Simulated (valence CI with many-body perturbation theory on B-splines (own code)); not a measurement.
# Bi60+: calculated level list

Computed by relativistic CI+MBPT: five valence electrons over a frozen Dirac-Fock core [Ar], radial functions for each j: 7 s, 7 p, 8 d, 6 f, 4 g, 1 h, with the one-electron correlation potential Σ1, the two-electron term Σ2, the three-electron term Σ3, Breit, model QED; selected CI, second order for the rest (own B-spline code, finite nucleus).

The last digits are not significant, and no measured levels were compared; by estimate large intervals hold to a few tenths of a per cent, small ones and those within an open d or f shell to about a per cent. Among the levels kept, up to 440 cm⁻¹ of a level comes from second order outside the variational space, and about a tenth of that is noise between levels of different J, which matters for small intervals. The list stops below the first excitations out of the core. Only levels of the ground parity were solved; by the run's estimate the other parity begins above the list, which can be wrong where configurations are misplaced.

Levels 1 to 25 of 25, with energies above the lowest level, (3d3/2^4 3d5/2) J=5/2. "Leading %" is the weight of the configuration and term that name the level; weights of strongly mixed levels are sums over their largest components and can fall short. In the jj column 3d3/2^4 stands for four electrons in 3d with j = 3/2.

```tsv
No.	Configuration	Term	J	E (cm⁻¹)	Leading %	g	Second component	Leading jj
1	3d5	2D	5/2	0	27	1.239	23 % 3d5 4P	3d3/2^4 3d5/2 (99 %)
2	3d5	6S	5/2	872020	31	1.318	22 % 3d5 2F	3d3/2^3 3d5/2^2 (98 %)
3	3d5	4G	7/2	975300	30	1.157	26 % 3d5 2F	3d3/2^3 3d5/2^2 (100 %)
4	3d5	2H	11/2	982670	46	1.088	29 % 3d5 4G	3d3/2^3 3d5/2^2 (100 %)
5	3d5	4D	3/2	996900	37	1.121	27 % 3d5 4P	3d3/2^3 3d5/2^2 (100 %)
6	3d5	2G	9/2	1040500	35	1.123	23 % 3d5 4G	3d3/2^3 3d5/2^2 (99 %)
7	3d5	2D	5/2	1080300	39	1.120	22 % 3d5 4D	3d3/2^3 3d5/2^2 (98 %)
8	3d5	2F	7/2	1119000	39	1.060	36 % 3d5 2G	3d3/2^3 3d5/2^2 (99 %)
9	3d5	4P	1/2	1125800	36	1.738	35 % 3d5 2S	3d3/2^3 3d5/2^2 (96 %)
10	3d5	2D	3/2	1296100	66	0.802	16 % 3d5 4F	3d3/2^3 3d5/2^2 (96 %)
11	3d5	6S	5/2	1836200	38	1.324	26 % 3d5 4G	3d3/2^2 3d5/2^3 (97 %)
12	3d5	4G	11/2	1917900	51	1.087	49 % 3d5 2I	3d3/2^2 3d5/2^3 (100 %)
13	3d5	4D	7/2	1919300	52	1.204	43 % 3d5 4G	3d3/2^2 3d5/2^3 (100 %)
14	3d5	4G	9/2	1938300	65	1.136	34 % 3d5 2G	3d3/2^2 3d5/2^3 (99 %)
15	3d5	2I	13/2	1961200	100	1.062		3d3/2^2 3d5/2^3 (100 %)
16	3d5	4D	1/2	1993100	79	0.413	18 % 3d5 2S	3d3/2^2 3d5/2^3 (99 %)
17	3d5	4P	3/2	2003000	54	1.153	36 % 3d5 4F	3d3/2^2 3d5/2^3 (99 %)
18	3d5	2F	5/2	2009700	42	1.018	34 % 3d5 4D	3d3/2^2 3d5/2^3 (99 %)
19	3d5	2H	9/2	2057100	53	1.092	47 % 3d5 4F	3d3/2^2 3d5/2^3 (100 %)
20	3d5	2G	7/2	2079300	61	0.976	36 % 3d5 2F	3d3/2^2 3d5/2^3 (100 %)
21	3d5	2D	3/2	2102100	82	0.856	17 % 3d5 4D	3d3/2^2 3d5/2^3 (96 %)
22	3d5	4F	5/2	2104800	66	1.045	26 % 3d5 2D	3d3/2^2 3d5/2^3 (99 %)
23	3d5	2G	7/2	2163600	49	1.022	32 % 3d5 2F	3d3/2^2 3d5/2^3 (98 %)
24	3d5	4P	1/2	2166200	49	1.737	43 % 3d5 2P	3d3/2^2 3d5/2^3 (94 %)
25	3d5	2G	9/2	2246900	81	1.100	10 % 3d5 4F	3d3/2^2 3d5/2^3 (99 %)
```

The ionisation energy to 3d4 3P_0 of the next ion comes out as 6358.5 eV (NIST: 6358 ± 10 eV (theoretical)). All 25 levels together are meant to be complete up to 2351100 cm⁻¹.
